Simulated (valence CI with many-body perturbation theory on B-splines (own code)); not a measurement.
**I⁴⁷⁺: calculated level list**

Calculated by configuration interaction combined with many-body perturbation theory (CI+MBPT): four valence electrons over a frozen Dirac-Fock core [He], radial functions for each j: 11 s, 11 p, 10 d, 8 f, 5 g, 2 h, with the one-electron correlation potential Σ1 (screened to all orders), the two-electron term Σ2, the three-electron term Σ3, Breit, model QED; selected single and double excitations, second order for the rest, scaled by the run's own slope (own B-spline code, finite nucleus).

The last digits are not significant, and no measured levels were compared; by estimate large intervals hold to a few tenths of a per cent, small ones and those within an open d or f shell to about a per cent. Among the levels kept, up to 870 cm⁻¹ of a level comes from second order outside the variational space, and about a tenth of that is noise between levels of different J, which matters for small intervals.

Levels 46 to 90 of 208, with energies above the lowest level, (2s^2 2p1/2^2) J=0. "Leading %" is the weight of the configuration and term that name the level; weights of strongly mixed levels are sums over their largest components and can fall short. In the jj column 3d3/2^4 stands for four electrons in 3d with j = 3/2. Lifetimes count E1, E2, E3, M1 and M2 decay at the calculated energies, and are blank where another channel may lead or the interval is too uncertain; long ones can be off by a factor of two.

| No. | Configuration | Term | J | E (eV) | Leading % | Second component | Lifetime | Leading jj |
| --- | --- | --- | --- | --- | --- | --- | --- | --- |
| 46 | 2s.2p2.3s | 3P | 1 | 5291.9 | 65 | 18 % 2s.2p2.3s 5P | 16.7 fs | 2s 2p1/2 2p3/2 3s (92 %) |
| 47 | 2s2.2p.3p | 3D | 3 | 5295.5 | 38 | 36 % 2s.2p2.3s 3D | 56.8 fs | 2s 2p1/2 2p3/2 3s (61 %) |
| 48 | 2s2.2p.3p | 1P | 1 | 5308.7 | 45 | 39 % 2s2.2p.3p 3S | 176 fs | 2s^2 2p3/2 3p3/2 (90 %) |
| 49 | 2s.2p2.3s | 3P | 2 | 5315.8 | 29 | 27 % 2s.2p2.3s 3D | 21.7 fs | 2s 2p1/2 2p3/2 3s (71 %) |
| 50 | 2s2.2p.3p | 3D | 3 | 5318.0 | 60 | 20 % 2s.2p2.3s 3D | 64.5 fs | 2s^2 2p3/2 3p3/2 (60 %) |
| 51 | 2s.2p2.3p | 5P° | 1 | 5330.2 | 39 | 31 % 2s.2p2.3p 5D° | 23.2 fs | 2s 2p1/2 2p3/2 3p1/2 (99 %) |
| 52 | 2s2.2p.3p | 3P | 2 | 5334.0 | 44 | 21 % 2s2.2p.3p 1D | 49.6 fs | 2s^2 2p3/2 3p3/2 (66 %) |
| 53 | 2s.2p2.3p | 5D° | 2 | 5338.6 | 47 | 19 % 2s.2p2.3p 3D° | 10.8 fs | 2s 2p1/2 2p3/2 3p1/2 (98 %) |
| 54 | 2s2.2p.3p | 1S | 0 | 5340.8 | 52 | 27 % 2s.2p2.3s 3P | 43.8 fs | 2s^2 2p3/2 3p3/2 (71 %) |
| 55 | 2s.2p2.3s | 3D | 1 | 5358.9 | 64 | 20 % 2s.2p2.3s 1P | 16.4 fs | 2s 2p1/2 2p3/2 3s (97 %) |
| 56 | 2s.2p2.3p | 3D° | 3 | 5361.2 | 28 | 22 % 2s.2p2.3p 3F° | 4.36 fs | 2s 2p1/2 2p3/2 3p1/2 (87 %) |
| 57 | 2s.2p2.3s | 3P | 1 | 5362.5 | 55 | 22 % 2s.2p2.3s 1P | 22.7 fs | 2s 2p1/2 2p3/2 3s (95 %) |
| 58 | 2s.2p2.3s | 1D | 2 | 5364.8 | 34 | 30 % 2s.2p2.3s 3D | 28.2 fs | 2s 2p1/2 2p3/2 3s (94 %) |
| 59 | 2s.2p2.3s | 3P | 0 | 5366.4 | 71 | 17 % 2s2.2p.3p 1S | 19.0 fs | 2s 2p1/2 2p3/2 3s (70 %) |
| 60 | 2s2.2p.3d | 3D° | 2 | 5371.1 | 42 | 31 % 2s2.2p.3d 1D° | 2.76 fs | 2s^2 2p3/2 3d3/2 (90 %) |
| 61 | 2s2.2p.3d | 3P° | 1 | 5379.8 | 58 | 34 % 2s2.2p.3d 3D° | 2.11 fs | 2s^2 2p3/2 3d3/2 (95 %) |
| 62 | 2s2.2p.3d | 3F° | 3 | 5379.8 | 44 | 23 % 2s2.2p.3d 3D° | 4.95 fs | 2s^2 2p3/2 3d3/2 (79 %) |
| 63 | 2s2.2p.3d | 3P° | 0 | 5381.0 | 95 |  | 2.53 fs | 2s^2 2p3/2 3d3/2 (95 %) |
| 64 | 2s.2p2.3p | 3P° | 2 | 5385.8 | 38 | 20 % 2s.2p2.3p 5S° | 20.8 fs | 2s 2p1/2 2p3/2 3p1/2 (96 %) |
| 65 | 2s2.2p.3d | 3F° | 4 | 5389.7 | 97 |  | 42.9 ps | 2s^2 2p3/2 3d5/2 (97 %) |
| 66 | 2s2.2p.3d | 3P° | 2 | 5399.2 | 48 | 32 % 2s2.2p.3d 1D° | 3.19 fs | 2s^2 2p3/2 3d5/2 (93 %) |
| 67 | 2s.2p2.3p | 3P° | 0 | 5411.8 | 43 | 28 % 2s.2p2.3p 1S° | 49.7 fs | 2s 2p1/2 2p3/2 3p1/2 (92 %) |
| 68 | 2s2.2p.3d | 3D° | 3 | 5412.1 | 50 | 46 % 2s2.2p.3d 1F° | 1.54 fs | 2s^2 2p3/2 3d5/2 (88 %) |
| 69 | 2s.2p2.3p | 3D° | 1 | 5412.1 | 61 | 13 % 2s.2p2.3p 3P° | 31.6 fs | 2s 2p1/2 2p3/2 3p1/2 (94 %) |
| 70 | 2s.2p2.3p | 3F° | 2 | 5412.6 | 48 | 24 % 2s.2p2.3p 1D° | 27.4 fs | 2s 2p1/2 2p3/2 3p1/2 (97 %) |
| 71 | 2s2.2p.3d | 1P° | 1 | 5419.0 | 64 | 21 % 2s2.2p.3d 3P° | 2.33 fs | 2s^2 2p3/2 3d5/2 (96 %) |
| 72 | 2s.2p2.3p | 5D° | 3 | 5425.4 | 50 | 33 % 2s.2p2.3p 5P° | 49.3 fs | 2s 2p1/2 2p3/2 3p3/2 (98 %) |
| 73 | 2s.2p2.3p | 5P° | 1 | 5431.7 | 26 | 25 % 2s.2p2.3p 3D° | 8.70 fs | 2s 2p1/2 2p3/2 3p3/2 (94 %) |
| 74 | 2s.2p2.3p | 3D° | 2 | 5442.1 | 47 | 17 % 2s.2p2.3p 5S° | 10.7 fs | 2s 2p1/2 2p3/2 3p3/2 (98 %) |
| 75 | 2s.2p2.3p | 3D° | 1 | 5442.2 | 31 | 27 % 2s.2p2.3p 1P° | 19.6 fs | 2s 2p1/2 2p3/2 3p1/2 (95 %) |
| 76 | 2s.2p2.3p | 3P° | 0 | 5452.5 | 86 | 11 % 2s.2p2.3p 5D° | 6.07 fs | 2s 2p1/2 2p3/2 3p3/2 (97 %) |
| 77 | 2s.2p2.3p | 3F° | 4 | 5456.2 | 55 | 44 % 2s.2p2.3p 5D° | 2.58 ps | 2s 2p1/2 2p3/2 3p3/2 (97 %) |
| 78 | 2s.2p2.3p | 3P° | 2 | 5462.4 | 50 | 20 % 2s.2p2.3p 1D° | 11.1 fs | 2s 2p1/2 2p3/2 3p3/2 (96 %) |
| 79 | 2s.2p2.3p | 1P° | 1 | 5470.6 | 39 | 19 % 2s.2p2.3p 3P° | 6.33 fs | 2s 2p1/2 2p3/2 3p3/2 (93 %) |
| 80 | 2s.2p2.3p | 3D° | 3 | 5474.3 | 49 | 26 % 2s.2p2.3p 1F° | 11.3 fs | 2s 2p1/2 2p3/2 3p3/2 (98 %) |
| 81 | 2s.2p2.3d | 5F | 2 | 5481.3 | 45 | 16 % 2s.2p2.3d 3P | 8.01 fs | 2s 2p1/2 2p3/2 3d3/2 (99 %) |
| 82 | 2s.2p2.3d | 5D | 1 | 5482.3 | 52 | 21 % 2s.2p2.3d 5F | 10.7 fs | 2s 2p1/2 2p3/2 3d3/2 (99 %) |
| 83 | 2s.2p2.3d | 5D | 0 | 5482.6 | 85 | 14 % 2s.2p2.3d 3P | 44.9 fs | 2s 2p1/2 2p3/2 3d3/2 (99 %) |
| 84 | 2s.2p2.3d | 5F | 3 | 5487.8 | 58 | 10 % 2s.2p2.3d 3F | 7.90 fs | 2s 2p1/2 2p3/2 3d3/2 (89 %) |
| 85 | 2s.2p2.3d | 5F | 4 | 5501.7 | 57 | 30 % 2s.2p2.3d 5D | 110 fs | 2s 2p1/2 2p3/2 3d5/2 (91 %) |
| 86 | 2s.2p2.3p | 3D° | 2 | 5504.8 | 34 | 25 % 2s.2p2.3p 3P° | 19.8 fs | 2s 2p1/2 2p3/2 3p3/2 (86 %) |
| 87 | 2s.2p2.3p | 3D° | 3 | 5511.1 | 40 | 39 % 2s.2p2.3p 3F° | 17.3 fs | 2s 2p1/2 2p3/2 3p3/2 (99 %) |
| 88 | 2s.2p2.3d | 3F | 4 | 5513.5 | 40 | 23 % 2s.2p2.3d 5D | 2.10 ps | 2s 2p1/2 2p3/2 3d3/2 (79 %) |
| 89 | 2s.2p2.3d | 3F | 3 | 5516.8 | 33 | 30 % 2s.2p2.3d 5P | 3.12 fs | 2s 2p1/2 2p3/2 3d3/2 (66 %) |
| 90 | 2s.2p2.3p | 3P° | 1 | 5517.7 | 34 | 26 % 2s.2p2.3p 3S° | 17.8 fs | 2s 2p1/2 2p3/2 3p3/2 (87 %) |
